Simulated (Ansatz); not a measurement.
CNO (SMILES [N]=C=O) moved off its minimum; all values from Ansatz (a first-principles code), cores frozen in correlated methods. Open shells are unrestricted.
(charge 0, multiplicity 2)
```xyz
3

N      0.0370     0.0469    -1.2905
C      0.0562     0.0713    -0.0332
O      0.0684    -0.0210     1.1831
```

Forces at wB97M-V/def2-TZVPP (eV/Å):

```tsv
atom	Fx	Fy	Fz
N1	0.057	0.269	2.963
C2	-0.027	-0.800	1.154
O3	-0.029	0.531	-4.116
```

Question: Give the forces (eV/Å), the total energy and the dipole at MP2/aug-cc-pVTZ.

Answer: 
| atom | Fx | Fy | Fz |
|---|---|---|---|
| N1 | 0.041 | 0.384 | 1.412 |
| C2 | 0.015 | -1.328 | 6.167 |
| O3 | -0.056 | 0.944 | -7.579 |
Energy -167.7136 hartree, dipole 0.34 D.
